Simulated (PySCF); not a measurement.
Vertical excitations of a molecule H9Si4, multiplicity 2 from TDA-CAM-B3LYP/def2-SVPD (PySCF), as energy in eV (oscillator strength): 3.46 (0.002), 3.46 (0.002), 4.46 (0.001), 4.46 (0.001), 4.69 (0.000), 5.19 (0.027), 5.26 (0.056), 5.26 (0.056), 6.08 (0.000), 6.21 (0.000). The structure is a stationary point at r2SCAN-D4/def2-SVP. One conformer was computed; it need not be the lowest.

**Question.** Which molecule gave these data?
(A) [SiH2][SiH2][SiH2][SiH3]
(B) [SiH3][SiH][SiH2][SiH3]
(C) [SiH3][Si]([SiH3])[SiH3]
(D) [SiH2][SiH]([SiH3])[SiH3]

**Answer.** C, [SiH3][Si]([SiH3])[SiH3]
